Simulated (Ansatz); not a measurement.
Isolated molecules relaxed with PBE0-D4/def2-TZVP in Ansatz; ΔE leaves out vibrations. CCSD(T)/CBS adds triple-zeta CCSD(T) − MP2 to the extrapolated MP2 energy (def2 sets, frozen cores). This one scheme is used for every species. DFT in def2-TZVPP. B3LYP here is the variant with VWN-RPA as its local correlation; programs differ in this. One conformer a species, not always the lowest.

Reaction (hydrogenolysis of a C–O bond): `NC(O)[SiH2]F` + H₂ → `NC[SiH2]F` + H₂O

`NC(O)[SiH2]F`:

Cartesian coordinates in Å:
```
N -0.547 0.691 1.194
C -0.017 0.606 -0.151
O 1.283 1.156 -0.196
Si 0.107 -1.172 -0.794
F 0.613 -2.072 0.437
H -0.259 -0.081 1.783
H -1.554 0.769 1.213
H -0.704 1.179 -0.795
H 1.268 1.927 0.384
H 1.059 -1.347 -1.916
H -1.250 -1.654 -1.160
```

H₂:

Cartesian coordinates in Å:
```
H -0.205 -0.131 -0.283
H 0.205 0.131 0.283
```

`NC[SiH2]F`:

```xyz
10

N     0.405    0.657    1.245
C    -0.609    0.017    0.407
Si    0.318   -0.578   -1.104
F    -0.706   -1.082   -2.234
H     0.681    1.551    0.862
H     0.069    0.820    2.185
H    -0.996   -0.862    0.931
H    -1.478    0.641    0.155
H     1.104    0.545   -1.680
H     1.212   -1.710   -0.766
```

H₂O:

```xyz
3

O    -0.309    0.145    0.186
H     0.502    0.603   -0.043
H    -0.193   -0.748   -0.143
```

```tsv
level	ΔE (kcal/mol)	difference from CCSD(T)/CBS
LDA (SPW92)	-17.9	5.1
PBE0-D4	-21.5	1.5
r2SCAN0-D4	-21.8	1.2
BHLYP-D4	-22.3	0.7
CAM-B3LYP-D4	-20.9	2.1
ωB97M-V	-21.3	1.7
PBE-QIDH	-23.1	-0.1
revPBE	-21.4	1.6
B3LYP	-22.1	0.9
r2SCANh	-21.1	1.9
r2SCAN0	-22.1	0.9
CAM-B3LYP	-21.7	1.3
LC-ωPBE	-22.9	0.1
CCSD(T)/def2-TZVPP	-22.3	0.7
HF/def2-QZVPP	-25.6	-2.6
MP2/def2-QZVPP	-23.4	-0.4
CCSD(T)/CBS	-23.0	0
```

Largest T1 diagnostic among the species: 0.011.

From r2SCAN to r2SCAN0 (25 % exact exchange), in def2-TZVPP and without D4, ΔE moves by −1.8 kcal/mol. In def2-TZVPP, CCSD(T) changes the Hartree–Fock value by +3.0 kcal/mol (the triples alone add +1.1 kcal/mol) and MP2 by +2.5 kcal/mol. Leaving LDA and LC-ωPBE aside and taking each functional with its dispersion term where it has one, the values, not all of them listed here, spread over 4.5 kcal/mol, from PBE-QIDH to revPBE-D4. LDA lies +2.4 kcal/mol from PBE without D4.

CCSD(T)/CBS has its own doubt, a few kJ/mol and more with outer-core shells, so smaller differences from it don't rank the levels.
